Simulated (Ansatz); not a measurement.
A search over several starts for the lowest SCF solution of Ga3 at the given spin, in a small basis.

```yaml
crystal:
  periodic: [false, false, false]
  atoms:
    - {symbol: Ga, position_ang: [0.736988, -0.889847, -0.682278]}
    - {symbol: Ga, position_ang: [-0.039415, 1.572217, -0.774068]}
    - {symbol: Ga, position_ang: [-0.697573, -0.682370, 1.456345]}
basis:
  gaussian: {orbitals: def2-SVP, initial_orbitals: start.molden}
magnetization: {spin_polarized: true, initial_magnetization: 3}
hamiltonian: {xc: pbe0, dispersion: d4}
output: {orbitals: {seedname: orbitals}}
```

The file start.molden holds the orbitals of an earlier run on this structure, at another level or in another basis.

```sh
$ ansatz run in.yaml --threads 2 --pin off --events-out ev --progress --plain --max-ram 4352MiB
```

Output, abridged:

```
Functional definition: PBE0
957 factors; integrals over basis functions are off by at most 4.7e-4 eV
mean field evaluation 1: about -157092.3147 eV, gradient 5.8e0 eV
mean field evaluation 2: about -157092.4362 eV, gradient 1.8e-1 eV
mean field evaluation 4: about -157092.4426 eV, gradient 2.1e-3 eV
mean field evaluation 8: about -157091.9327 eV, gradient 1.4e1 eV
mean field evaluation 16: about -157092.4426 eV, gradient 8.2e-3 eV
mean field evaluation 32: about -157092.3481 eV, gradient 1.0e0 eV
mean field -157092.44262983 eV, -5773.0407855643 hartree, gradient 2.3e-5 eV, S^2 3.755321; 5 other end points of the search recorded, 0 dependent functions left out
reference -157092.44265413 eV, -5773.0407864573 hartree; 48, 45 occupied and 48, 51 virtual orbitals, 957 factors
Total energy: -157092.55549725 eV, -5773.0449333652 hartree
```

Hardware: 2 threads of Intel Xeon Platinum 8375C on a shared host. Wall time 13 s.

The structure comes from a short search, and lower isomers may exist.
